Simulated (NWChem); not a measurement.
System: GeHOCl, singlet; SMILES [Ge]([Cl])[OH]

Excerpt of the output:

```
             Northwest Computational Chemistry Package (NWChem) 7.3.0
             --------------------------------------------------------

 CS  symmetry detected

                             Geometry "geometry" -> ""
                             -------------------------

 Output coordinates in angstroms (scale by  1.889725989 to convert to a.u.)

  No.       Tag          Charge          X              Y              Z
 ---- ---------------- ---------- -------------- -------------- --------------
    1 Ge                  32.0000     0.43293012     0.49511654     0.00000000
    2 Cl                  17.0000    -0.17209685    -1.61229718     0.00000000
    3 O                    8.0000    -1.21448547     1.17769148     0.00000000
    4 H                    1.0000    -1.21223376     2.14379098     0.00000000

 Effective nuclear repulsion energy (a.u.)     245.3891902261

      Symmetry information
      --------------------

 Group name             Cs
 Group number              2
 Group order               2
 No. of unique centers     4

                                 NWChem DFT Module
                                 -----------------

 Summary of "ao basis" -> "ao basis" (spherical)
 ------------------------------------------------------------------------------
       Tag                 Description            Shells   Functions and Types
 ---------------- ------------------------------  ------  ---------------------
 Ge                         def2-svp                12       32   5s4p3d
 Cl                         def2-svp                 8       18   4s3p1d
 O                          def2-svp                 6       14   3s2p1d
 H                          def2-svp                 3        5   2s1p

      Symmetry analysis of basis
      --------------------------

        a'         49
        a"         20

            General Information
            -------------------
          SCF calculation type: DFT
          Wavefunction type:  closed shell.
          No. of atoms     :     4
          No. of electrons :    58
           Alpha electrons :    29
            Beta electrons :    29
          Charge           :     0
          Spin multiplicity:     1
          Use of symmetry is: on ; symmetry adaption is: on
          Maximum number of iterations: 150
          AO basis - number of functions:    69
                     number of shells:    29
          Convergence on energy requested:  1.00D-06
          Convergence on density requested:  1.00D-05
          Convergence on gradient requested:  5.00D-04

              XC Information
              --------------
                       MN15-L Method XC Functional
                        MN15-L Exchange Functional  1.000
                      MN15-L Correlation Potential  1.000

             Grid Information
             ----------------
          Grid used for XC integration:  medium
          Radial quadrature: Mura-Knowles
          Angular quadrature: Lebedev.
          Tag              B.-S. Rad. Rad. Pts. Rad. Cut. Ang. Pts.
          ---              ---------- --------- --------- ---------
          Ge                  1.25      112           8.0       590
          Cl                  1.00       88          10.0       590
          O                   0.60       49           8.0       434
          H                   0.35       45          10.0       434
          Grid pruning is: on
          Number of quadrature shells:   294
          Spatial weights used:  Erf1

      Superposition of Atomic Density Guess
      -------------------------------------

 Sum of atomic energies:       -2609.55744244

      Non-variational initial energy
      ------------------------------

 Total energy =   -2609.898317
 1-e energy   =   -4122.898513
 2-e energy   =    1267.611005
 HOMO         =      -0.290355
 LUMO         =      -0.030836

      Symmetry analysis of molecular orbitals - initial
      -------------------------------------------------

  Numbering of irreducible representations:

     1 a'          2 a"

  Orbital symmetries:

     1 a'          2 a'          3 a'          4 a'          5 a'
     6 a"          7 a'          8 a'          9 a'         10 a'
    11 a"         12 a'         13 a'         14 a'         15 a"
    16 a'         17 a'         18 a'         19 a"         20 a"
    21 a'         22 a'         23 a'         24 a'         25 a'
    26 a"         27 a"         28 a'         29 a'         30 a"
    31 a'         32 a'         33 a'         34 a'         35 a'
    36 a"         37 a'         38 a"         39 a'

     ---------------------------------------------
      Total Density - Mulliken Population Analysis
     ---------------------------------------------

    Atom       Charge   Shell Charges
 -----------   ------   -------------------------------------------------------
    1 Ge  32    30.92   2.00  2.00  2.00  1.32  0.57  6.00  5.98  0.54  0.41  8.15  1.80  0.16
    2 Cl  17    17.54   2.00  1.99  1.23  0.72  5.94  2.19  3.45  0.01
    3 O    8     8.88   1.99  1.12  0.66  3.09  2.01  0.00
    4 H    1     0.66   0.53  0.08  0.06

   convergence    iter        energy       DeltaE   RMS-Dens  Diis-err
 ---------------- ----- ----------------- --------- --------- ---------
 d= 0,ls=0.0,diis     1  -2612.3898859645 -2.86D+03  2.55D-02  1.05D+00
 d= 0,ls=0.0,diis     2  -2611.9186008826  4.71D-01  1.99D-02  4.55D+00
 d= 0,ls=0.0,diis     3  -2612.4635044431 -5.45D-01  7.03D-03  1.67D-01
 d= 0,ls=0.0,diis     4  -2612.4783021646 -1.48D-02  3.49D-03  4.04D-02
 d= 0,ls=0.0,diis     5  -2612.4852202333 -6.92D-03  5.57D-04  2.48D-03
  Resetting Diis
 d= 0,ls=0.0,diis     6  -2612.4854544898 -2.34D-04  8.30D-05  1.35D-04
 d= 0,ls=0.0,diis     7  -2612.4854639926 -9.50D-06  2.67D-05  1.60D-06
 d= 0,ls=0.0,diis     8  -2612.4854638354  1.57D-07  1.92D-05  2.96D-06
 d= 0,ls=0.0,diis     9  -2612.4854641290 -2.94D-07  5.22D-06  2.97D-07

         Total DFT energy =    -2612.485464129037
      One electron energy =    -4122.243500080594
           Coulomb energy =     1380.477719677779
    Exchange-Corr. energy =     -116.108873952332
 Nuclear repulsion energy =      245.389190226109

 Numeric. integr. density =       57.999998287667

                  Occupations of the irreducible representations
                  ----------------------------------------------

                     irrep           alpha         beta
                     --------     --------     --------
                     a'               22.0         22.0
                     a"                7.0          7.0

                       DFT Final Molecular Orbital Analysis
                       ------------------------------------

 Vector   27  Occ=2.000000D+00  E=-2.966409D-01  Symmetry=a"
              MO Center= -4.0D-01, -9.1D-01, -1.4D-13, r^2= 2.6D+00
   Bfn.  Coefficient  Atom+Function         Bfn.  Coefficient  Atom+Function
  ----- ------------  ---------------      ----- ------------  ---------------
    45      0.571931  2 Cl pz                42      0.403081  2 Cl pz
    56     -0.308021  3 O  pz                59     -0.249663  3 O  pz
    39      0.238254  2 Cl pz                29     -0.054345  1 Ge d -1
    19      0.040279  1 Ge d -1              17      0.035524  1 Ge pz

 Vector   28  Occ=2.000000D+00  E=-2.964840D-01  Symmetry=a'
              MO Center= -1.2D-01, -1.4D+00, -2.9D-15, r^2= 1.7D+00
   Bfn.  Coefficient  Atom+Function         Bfn.  Coefficient  Atom+Function
  ----- ------------  ---------------      ----- ------------  ---------------
    43      0.543455  2 Cl px                40      0.392347  2 Cl px
    44     -0.301148  2 Cl py                37      0.231050  2 Cl px
    41     -0.211419  2 Cl py                38     -0.124742  2 Cl py
    15      0.108598  1 Ge px                53      0.099820  3 O  s
    12      0.092165  1 Ge px                55     -0.086120  3 O  py

 Vector   29  Occ=2.000000D+00  E=-2.465000D-01  Symmetry=a'
              MO Center=  2.7D-01,  2.8D-01,  1.8D-14, r^2= 3.4D+00
   Bfn.  Coefficient  Atom+Function         Bfn.  Coefficient  Atom+Function
  ----- ------------  ---------------      ----- ------------  ---------------
     4      0.419646  1 Ge s                  5      0.411217  1 Ge s
    54     -0.309857  3 O  px                43     -0.293588  2 Cl px
     3     -0.274537  1 Ge s                 57     -0.265315  3 O  px
    44     -0.244962  2 Cl py                12      0.238743  1 Ge px
    40     -0.193265  2 Cl px                41     -0.158268  2 Cl py

 Vector   30  Occ=0.000000D+00  E=-1.045021D-01  Symmetry=a"
              MO Center=  3.4D-01,  4.2D-01,  1.2D-12, r^2= 3.0D+00
   Bfn.  Coefficient  Atom+Function         Bfn.  Coefficient  Atom+Function
  ----- ------------  ---------------      ----- ------------  ---------------
    17      0.660465  1 Ge pz                14      0.462026  1 Ge pz
    45     -0.267014  2 Cl pz                11     -0.250756  1 Ge pz
    59     -0.237439  3 O  pz                56     -0.232258  3 O  pz
    42     -0.144858  2 Cl pz                39     -0.084819  2 Cl pz
     8      0.081348  1 Ge pz                47      0.034928  2 Cl d -1

 Vector   31  Occ=0.000000D+00  E=-1.082819D-02  Symmetry=a'
              MO Center=  4.2D-01,  7.3D-01,  1.4D-14, r^2= 3.9D+00
   Bfn.  Coefficient  Atom+Function         Bfn.  Coefficient  Atom+Function
  ----- ------------  ---------------      ----- ------------  ---------------
    16      0.902895  1 Ge py                53     -0.413185  3 O  s
    36      0.390070  2 Cl s                 13      0.329551  1 Ge py
    44      0.330540  2 Cl py                15     -0.314873  1 Ge px
    43      0.258427  2 Cl px                 4     -0.226152  1 Ge s
    57     -0.197285  3 O  px                10     -0.185228  1 Ge py

[...]
```

Level: MN15-L/def2-SVP. Low-valent species are run as closed-shell singlets; no triplet was tried in these runs. Geometry: optimised at PBE0/def2-SVP.

Task: Reconstruct the input file.

Result: Several could match; the one computed here: the input that was run:
```
start job
memory heap 200 mb stack 900 mb global 1100 mb
geometry units angstroms noautoz
  Ge     0.375283     0.522250     0.000000
  Cl    -0.123630    -1.612776     0.000000
  O     -1.304197     1.121611     0.000000
  H     -1.350247     2.086615     0.000000
end
basis spherical
  Ge library def2-svp
  Cl library def2-svp
  O library def2-svp
  H library def2-svp
end
dft
  xc mn15-l
  iterations 150
  mulliken
end
task dft energy
```
